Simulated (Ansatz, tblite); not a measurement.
Isomers of AgPd3 (doublet), found by a short tight-binding search and relaxed with PBE0-D4/def2-SVP in Ansatz.

In the def2 sets Ag, Pd take a core potential; there is no spin–orbit coupling. The xTB rows come from tblite. LC-ωPBE has ω = 0.4 bohr⁻¹. Correlated methods freeze no core orbitals; core or outer-core shells of Pd, Ag are correlated, in sets that lack core-valence functions.

A: At PBE-D4/def2-TZVP the gap within one spin of the charge 0 doublet nearly closes, so an electron or hole may be smeared out by delocalisation error.

Other spin states were run for one of them alone.

A:

```xyz
4

Pd   -2.175    0.500   -0.020
Pd   -0.089   -0.281   -1.263
Pd    2.169   -0.511   -0.102
Ag    0.094    0.293    1.385
```

B:

```xyz
4

Pd   -0.961   -1.263   -0.198
Pd    0.482    0.029    1.525
Pd    1.287   -0.199   -0.929
Ag   -0.808    1.433   -0.398
```

Estimate which lies lowest at each level, and how far above it the others are (kcal/mol).


```json
{"level": "GFN1-xTB", "A": "17.7", "B": "0.0"}
{"level": "GFN2-xTB", "A": "7.7", "B": "0.0"}
{"level": "HF/def2-TZVP", "A": "2.7", "B": "0.0"}
{"level": "PBE-D4/def2-TZVP", "A": "21.1", "B": "0.0"}
{"level": "r2SCAN-D4/def2-TZVP", "A": "23.4", "B": "0.0"}
{"level": "PBE0-D4/def2-TZVP", "A": "22.1", "B": "0.0"}
{"level": "CAM-B3LYP-D4/def2-TZVP", "A": "19.6", "B": "0.0"}
{"level": "LC-ωPBE/def2-TZVP", "A": "21.9", "B": "0.0"}
{"level": "MP2/def2-TZVP", "A": "21.9", "B": "0.0"}
```
Point groups (tolerance 0.1 Å): A C2v, B C3v. Lower isomers may exist.
